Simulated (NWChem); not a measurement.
System: C₃H₄S₂; SMILES C1=CSCS1

NWChem input:

```
start job
memory heap 200 mb stack 900 mb global 1100 mb
geometry units angstroms noautoz
  C      0.675933     0.076454    -1.266379
  C     -0.675931     0.076455    -1.266381
  S     -1.502651    -0.193494     0.272773
  C      0.000001     0.144385     1.280851
  S      1.502648    -0.193493     0.272769
  H      1.297370     0.182444    -2.166955
  H     -1.297371     0.182446    -2.166961
  H     -0.000001     1.202973     1.616410
  H      0.000002    -0.524497     2.162530
end
basis spherical
  C library 6-31g*
  S library 6-31g*
  H library 6-31g*
end
dft
  xc scan
  grid xfine
  iterations 150
  mulliken
end
task dft gradient
```

Excerpt of the output:

```
             Northwest Computational Chemistry Package (NWChem) 7.3.0
             --------------------------------------------------------

 CS  symmetry detected

                             Geometry "geometry" -> ""
                             -------------------------

 Output coordinates in angstroms (scale by  1.889725989 to convert to a.u.)

  No.       Tag          Charge          X              Y              Z
 ---- ---------------- ---------- -------------- -------------- --------------
    1 C                    6.0000    -1.28348974     0.08269876     0.67593200
    2 C                    6.0000    -1.28348974     0.08269876    -0.67593200
    3 S                   16.0000     0.26599631    -0.11966406    -1.50264950
    4 C                    6.0000     1.25833164     0.26198729     0.00000000
    5 S                   16.0000     0.26599631    -0.11966406     1.50264950
    6 H                    1.0000    -2.18784205     0.14919399     1.29737050
    7 H                    1.0000    -2.18784205     0.14919399    -1.29737050
    8 H                    1.0000     1.54726383     1.33424033     0.00000000
    9 H                    1.0000     2.16842550    -0.36768735     0.00000000

 Effective nuclear repulsion energy (a.u.)     270.3437012638

      Symmetry information
      --------------------

 Group name             Cs
 Group number              2
 Group order               2
 No. of unique centers     6

                                 NWChem DFT Module
                                 -----------------

 Summary of "ao basis" -> "ao basis" (spherical)
 ------------------------------------------------------------------------------
       Tag                 Description            Shells   Functions and Types
 ---------------- ------------------------------  ------  ---------------------
 C                           6-31g*                  6       14   3s2p1d
 S                           6-31g*                  8       18   4s3p1d
 H                           6-31g*                  2        2   2s

      Symmetry analysis of basis
      --------------------------

        a'         48
        a"         38

            General Information
            -------------------
          SCF calculation type: DFT
          Wavefunction type:  closed shell.
          No. of atoms     :     9
          No. of electrons :    54
           Alpha electrons :    27
            Beta electrons :    27
          Charge           :     0
          Spin multiplicity:     1
          Use of symmetry is: on ; symmetry adaption is: on
          Maximum number of iterations: 150
          AO basis - number of functions:    86
                     number of shells:    42
          Convergence on energy requested:  1.00D-06
          Convergence on density requested:  1.00D-05
          Convergence on gradient requested:  5.00D-04

              XC Information
              --------------
                         SCAN Method XC Functional
                  SCAN metaGGA Exchange Functional  1.000
                        SCAN Correlation Potential  1.000

             Grid Information
             ----------------
          Grid used for XC integration:  xfine
          Radial quadrature: Mura-Knowles
          Angular quadrature: Lebedev.
          Tag              B.-S. Rad. Rad. Pts. Rad. Cut. Ang. Pts.
          ---              ---------- --------- --------- ---------
          C                   0.70      100          10.0      1454
          S                   1.00      125          10.0      1454
          H                   0.35      100          11.0      1202
          Grid pruning is: on
          Number of quadrature shells:   625
          Spatial weights used:  Erf1

      Superposition of Atomic Density Guess
      -------------------------------------

 Sum of atomic energies:        -909.88505451

      Non-variational initial energy
      ------------------------------

 Total energy =    -912.321157
 1-e energy   =   -1790.853352
 2-e energy   =     608.188494
 HOMO         =      -0.184942
 LUMO         =       0.028206

      Symmetry analysis of molecular orbitals - initial
      -------------------------------------------------

  Numbering of irreducible representations:

     1 a'          2 a"

  Orbital symmetries:

     1 a"          2 a'          3 a'          4 a"          5 a'
     6 a'          7 a"          8 a'          9 a"         10 a'
    11 a"         12 a'         13 a"         14 a'         15 a'
    16 a"         17 a'         18 a"         19 a'         20 a'
    21 a'         22 a"         23 a'         24 a'         25 a"
    26 a"         27 a'         28 a'         29 a"         30 a"
    31 a'         32 a"         33 a'         34 a'         35 a'
    36 a"         37 a"

     ---------------------------------------------
      Total Density - Mulliken Population Analysis
     ---------------------------------------------

    Atom       Charge   Shell Charges
 -----------   ------   -------------------------------------------------------
    1 C    6     6.31   2.00  0.72  1.82  0.61  1.12  0.04
    2 C    6     6.31   2.00  0.72  1.82  0.61  1.12  0.04
    3 S   16    15.96   2.00  2.00  5.98  1.33  2.95  0.48  1.17  0.05
    4 C    6     6.41   2.00  0.68  1.72  0.74  1.24  0.04
    5 S   16    15.96   2.00  2.00  5.98  1.33  2.95  0.48  1.17  0.05
    6 H    1     0.75   0.45  0.30
    7 H    1     0.75   0.45  0.30
    8 H    1     0.78   0.47  0.31
    9 H    1     0.77   0.46  0.31

   convergence    iter        energy       DeltaE   RMS-Dens  Diis-err
 ---------------- ----- ----------------- --------- --------- ---------
 d= 0,ls=0.0,diis     1   -912.9898835992 -1.18D+03  1.18D-02  4.38D-01
 d= 0,ls=0.0,diis     2   -912.9743907661  1.55D-02  8.32D-03  5.24D-01
 d= 0,ls=0.0,diis     3   -913.0376139632 -6.32D-02  2.42D-03  5.66D-02
 d= 0,ls=0.0,diis     4   -913.0452065066 -7.59D-03  5.57D-04  1.40D-03
 d= 0,ls=0.0,diis     5   -913.0453988387 -1.92D-04  1.76D-04  1.59D-04
  Resetting Diis
 d= 0,ls=0.0,diis     6   -913.0454178829 -1.90D-05  6.31D-05  3.17D-05
 d= 0,ls=0.0,diis     7   -913.0454225633 -4.68D-06  2.80D-05  8.66D-07
 d= 0,ls=0.0,diis     8   -913.0454223076  2.56D-07  1.83D-05  2.46D-06
 d= 0,ls=0.0,diis     9   -913.0454226969 -3.89D-07  2.49D-06  4.81D-08

         Total DFT energy =     -913.045422696918
      One electron energy =    -1793.858247647411
           Coulomb energy =      679.615384071133
    Exchange-Corr. energy =      -69.146260384411
 Nuclear repulsion energy =      270.343701263771

 Numeric. integr. density =       54.000000080822

                  Occupations of the irreducible representations
                  ----------------------------------------------

                     irrep           alpha         beta
                     --------     --------     --------
                     a'               16.0         16.0
                     a"               11.0         11.0

                       DFT Final Molecular Orbital Analysis
                       ------------------------------------

 Vector   25  Occ=2.000000D+00  E=-3.028793D-01  Symmetry=a"
              MO Center=  1.3D-01, -1.6D-01, -2.4D-14, r^2= 4.2D+00
   Bfn.  Coefficient  Atom+Function         Bfn.  Coefficient  Atom+Function
  ----- ------------  ---------------      ----- ------------  ---------------
    37      0.389847  3 S  pz                69      0.389847  5 S  pz
    51     -0.196067  4 C  pz                38     -0.187950  3 S  s
    70      0.187950  5 S  s                 36      0.180896  3 S  py
    68     -0.180896  5 S  py                 3     -0.160540  1 C  px
    17      0.160540  2 C  px                33     -0.149483  3 S  pz

 Vector   26  Occ=2.000000D+00  E=-2.431857D-01  Symmetry=a"
              MO Center=  1.0D-01, -2.9D-02, -5.5D-15, r^2= 3.7D+00
   Bfn.  Coefficient  Atom+Function         Bfn.  Coefficient  Atom+Function
  ----- ------------  ---------------      ----- ------------  ---------------
    36      0.435938  3 S  py                68     -0.435938  5 S  py
    40      0.250342  3 S  py                72     -0.250342  5 S  py
    37     -0.219060  3 S  pz                69     -0.219060  5 S  pz
    32     -0.165396  3 S  py                64      0.165396  5 S  py
     4     -0.119260  1 C  py                18      0.119260  2 C  py

 Vector   27  Occ=2.000000D+00  E=-1.740902D-01  Symmetry=a'
              MO Center= -1.4D-01, -4.7D-02,  3.0D-15, r^2= 3.7D+00
   Bfn.  Coefficient  Atom+Function         Bfn.  Coefficient  Atom+Function
  ----- ------------  ---------------      ----- ------------  ---------------
    36      0.422383  3 S  py                68      0.422383  5 S  py
    40      0.277714  3 S  py                72      0.277714  5 S  py
     4     -0.254403  1 C  py                18     -0.254403  2 C  py
     8     -0.211750  1 C  py                22     -0.211750  2 C  py
    84     -0.194117  8 H  s                 32     -0.156611  3 S  py

 Vector   28  Occ=0.000000D+00  E=-3.354792D-02  Symmetry=a'
              MO Center=  2.9D-01, -7.6D-02, -5.8D-16, r^2= 4.5D+00
   Bfn.  Coefficient  Atom+Function         Bfn.  Coefficient  Atom+Function
  ----- ------------  ---------------      ----- ------------  ---------------
    52      0.896384  4 C  s                 39     -0.541047  3 S  px
    71     -0.541047  5 S  px                35     -0.344599  3 S  px
    67     -0.344599  5 S  px                53     -0.335970  4 C  px
     6     -0.288836  1 C  s                 20     -0.288836  2 C  s
    41     -0.271695  3 S  pz                73      0.271695  5 S  pz

 Vector   29  Occ=0.000000D+00  E=-2.781422D-02  Symmetry=a"
              MO Center= -7.7D-01,  4.0D-02,  7.8D-15, r^2= 3.1D+00
   Bfn.  Coefficient  Atom+Function         Bfn.  Coefficient  Atom+Function
  ----- ------------  ---------------      ----- ------------  ---------------
     8      0.539401  1 C  py                22     -0.539401  2 C  py
     4      0.386016  1 C  py                18     -0.386016  2 C  py
    55     -0.358878  4 C  pz                38     -0.205159  3 S  s
    70      0.205159  5 S  s                 51     -0.187468  4 C  pz
    41     -0.185808  3 S  pz                73     -0.185808  5 S  pz

 Vector   30  Occ=0.000000D+00  E= 3.854202D-02  Symmetry=a"
              MO Center=  1.3D-01, -4.7D-02,  2.0D-14, r^2= 4.6D+00
   Bfn.  Coefficient  Atom+Function         Bfn.  Coefficient  Atom+Function
  ----- ------------  ---------------      ----- ------------  ---------------
     6      0.761456  1 C  s                 20     -0.761456  2 C  s
    55     -0.717526  4 C  pz                39     -0.603219  3 S  px
    71      0.603219  5 S  px                51     -0.409289  4 C  pz
     8     -0.280155  1 C  py                22      0.280155  2 C  py
    35     -0.275396  3 S  px                67      0.275396  5 S  px

     ---------------------------------------------
      Total Density - Mulliken Population Analysis
     ---------------------------------------------

    Atom       Charge   Shell Charges
 -----------   ------   -------------------------------------------------------
    1 C    6     6.32   2.00  0.68  2.00  0.60  1.01  0.04
    2 C    6     6.32   2.00  0.68  2.00  0.60  1.01  0.04
    3 S   16    15.81   2.00  2.00  5.97  1.35  3.00  0.49  0.93  0.07
    4 C    6     6.63   2.00  0.67  1.98  0.77  1.17  0.04
    5 S   16    15.81   2.00  2.00  5.97  1.35  3.00  0.49  0.93  0.07
    6 H    1     0.79   0.51  0.28
    7 H    1     0.79   0.51  0.28
    8 H    1     0.77   0.51  0.25
    9 H    1     0.76   0.51  0.25

     -------------------------------------------
      Total Density - Lowdin Population Analysis
     -------------------------------------------

    Atom       Charge   Shell Charges
 -----------   ------   -------------------------------------------------------
    1 C    6     6.30   1.99  0.57  1.83  0.44  1.39  0.08
    2 C    6     6.30   1.99  0.57  1.83  0.44  1.39  0.08
    3 S   16    15.81   2.00  1.99  5.89  1.05  2.76  0.58  1.44  0.08
    4 C    6     6.44   1.99  0.60  1.82  0.49  1.47  0.08
    5 S   16    15.81   2.00  1.99  5.89  1.05  2.76  0.58  1.44  0.08
    6 H    1     0.83   0.48  0.36
    7 H    1     0.83   0.48  0.36
    8 H    1     0.85   0.50  0.35
    9 H    1     0.83   0.49  0.35

     Multipole analysis of the density
     ---------------------------------

     L   x y z        total         alpha         beta         nuclear
     -   - - -        -----         -----         ----         -------
     0   0 0 0     -0.000000    -27.000000    -27.000000     54.000000

     1   1 0 0     -0.083276     -0.041638     -0.041638     -0.000000
     1   0 1 0      0.248610      0.124305      0.124305      0.000000
     1   0 0 1     -0.000000     -0.000000     -0.000000      0.000000

     2   2 0 0    -26.932761    -99.532729    -99.532729    172.132697
     2   1 1 0      0.067095     -0.502134     -0.502134      1.071364
     2   1 0 1     -0.000000     -0.000000     -0.000000      0.000000
     2   0 2 0    -34.839094    -22.619062    -22.619062     10.399031
     2   0 1 1      0.000000      0.000000      0.000000      0.000000
     2   0 0 2    -34.625697   -162.125802   -162.125802    289.625907

            General Information
            -------------------
          SCF calculation type: DFT
          Wavefunction type:  closed shell.
          No. of atoms     :     9
          No. of electrons :    54
           Alpha electrons :    27
            Beta electrons :    27
          Charge           :     0
          Spin multiplicity:     1
          Use of symmetry is: on ; symmetry adaption is: on
          Maximum number of iterations: 150
          AO basis - number of functions:    86
                     number of shells:    42
          Convergence on energy requested:  1.00D-06
          Convergence on density requested:  1.00D-05
          Convergence on gradient requested:  5.00D-04

              XC Information
              --------------
                         SCAN Method XC Functional
                  SCAN metaGGA Exchange Functional  1.000
                        SCAN Correlation Potential  1.000

             Grid Information
             ----------------
          Grid used for XC integration:  xfine
          Radial quadrature: Mura-Knowles
          Angular quadrature: Lebedev.
          Tag              B.-S. Rad. Rad. Pts. Rad. Cut. Ang. Pts.
          ---              ---------- --------- --------- ---------
          C                   0.70      100          10.0      1454
          S                   1.00      125          10.0      1454
          H                   0.35      100          11.0      1202
          Grid pruning is: on
          Number of quadrature shells:   625
          Spatial weights used:  Erf1

[...]

                         DFT ENERGY GRADIENTS

    atom               coordinates                        gradient
                 x          y          z           x          y          z
   1 C      -2.425444   0.156278   1.277326    0.005005  -0.000086   0.007125
   2 C      -2.425444   0.156278  -1.277326    0.005005  -0.000086  -0.007125
   3 S       0.502660  -0.226132  -2.839596    0.001271  -0.000919  -0.004373
   4 C       2.377902   0.495084   0.000000   -0.007341  -0.002933   0.000000
   5 S       0.502660  -0.226132   2.839596    0.001271  -0.000919   0.004373
   6 H      -4.134422   0.281936   2.451675   -0.007915   0.000421   0.005704
   7 H      -4.134422   0.281936  -2.451675   -0.007915   0.000421  -0.005704
   8 H       2.923905   2.521349   0.000000    0.002790   0.009674   0.000000
   9 H       4.097730  -0.694828   0.000000    0.007829  -0.005574   0.000000
```

Level: SCAN/6-31G* (spherical d). Structure relaxed at the PBE-D3(BJ)/def2-SVP level.
